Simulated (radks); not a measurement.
Question: These are the eigenvalues of the occupied orbitals of an atom or ion with whole-number occupations (eV). All-electron calculation, scalar-relativistic Kohn-Sham, LDA (Slater exchange, Perdew-Zunger correlation), spin-unpolarised, spherical densities, finite nucleus; Fermi nuclear charge, rms radius of each element as measured or else 0.836 A^(1/3) + 0.57 fm. Program: a radial shooting solver on a logarithmic mesh with Libxc functionals.

| orbital | eigenvalue |
|---|---|
| 1s | -17809.16 |
| 2s | -2477.130 |
| 2p | -2211.948 |
| 3s | -414.0129 |
| 3p | -327.6230 |
| 3d | -185.3205 |
| 4s | -64.8343 |
| 4p | -42.7962 |
| 4d | -13.3479 |
| 6s | -4.6337 |

Which element is it, and in what charge state? The configuration may be excited.

Answer: Z = 40, zirconium, charge +1: Zr+ in [Kr] 4d2 6s1. The list shows which subshells hold electrons but not how many an open one holds; the 1s level, -654.47 hartree, gives Z - s = 36.2 by -(Z - s)^2/2, which with screening and relativity narrows Z to a few neighbours, and the depths of the outer levels then fix element, charge and occupations together.
